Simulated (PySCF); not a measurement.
How methods differ on the excitation energy of Bi²⁺

Bi²⁺ [Xe] 4f14 5d10 6s2 6p1 (2P) → Bi²⁺ [Xe] 4f14 5d10 6s1 6p1 7s1 (4P), as a difference of total energies. All numbers are calculated (PySCF 2.14, the spin-free X2C one-electron Hamiltonian (Gaussian nucleus), in aug-cc-pwCVTZ-DK3). Correlated levels: valence: [Xe] 4f14 5d10 frozen; valence and next inner shell: [Kr] 4d10 4f14 frozen. The calculations carry no spin-orbit coupling.

```csv
method,excitation energy (eV)
UHF,18.875
LDA,21.044
PBE,20.601
PBE0,20.388
r2SCAN,20.573
MP2 (valence),19.469
SCS-MP2 (valence),19.727
MP2 (valence and next inner shell),20.783
SCS-MP2 (valence and next inner shell),20.800
```

Q: How much does correlation contribute at MP2 (valence and next inner shell)?

A: 20.783 − (18.875) = 1.908 eV, measured against UHF.

A first-order spin-orbit estimate (lowest level to lowest level, LS coupling) adds 0.047 eV.

The promoted electron is Rydberg-like, and one or two diffuse shells describe it only roughly, which tends to raise the upper state.
